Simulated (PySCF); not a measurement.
## Adding and removing an electron: RbH

RHF-CCSD(T); Rb def2-SVP with ECP28, H def2-SVP; scalar-relativistic core potentials (PySCF 2.14). Neutral (RHF): singlet (closed shell), Re = 2.430 Å, ωe = 912 cm⁻¹, De = 1.36 eV.

RbH⁺ (UHF): doublet (σ ↑), Re = 3.850 Å, ωe = 59.7 cm⁻¹, De = 0.01 eV to Rb⁺ + H. The energies at the minima are -24.41271 hartree for RbH and -24.21307 for RbH⁺.

(1) Work out the adiabatic ionisation energy, without and with harmonic zero-point energies (1 hartree = 27.2114 eV, 1 eV = 8065.5 cm⁻¹), and the change of the bond length.

Correlated steps freeze no core orbitals. Weak bonds: RbH⁺. Basis-set superposition, not corrected here, can be much of De in a small basis, most of all at correlated wavefunction levels. Spin–orbit coupling is left out. For an ion De counts to the pair picked by the measured ionisation energies or electron affinities, which need not be the lowest pair at this level. Where the molecule has an RHF reference, its open-shell atoms are computed with UHF. The CCSD T1 diagnostic is raised in RbH, a sign that a single reference may not be enough there. States were picked by a PBE0 search and need not be the measured ground states.

Neutral and ion stand on different kinds of reference determinant, which adds to the error of the difference.

Results:

(1) At CCSD(T): 0.19964 hartree = 5.432 eV between the minima; the zero-point term (59.7 − 912.0)/2 cm⁻¹ = -0.053 eV makes it 5.380 eV. Re changes by +142.0 pm against the neutral. The electron leaves a σ orbital, and the ion is left as a loose complex of an ion and an atom.
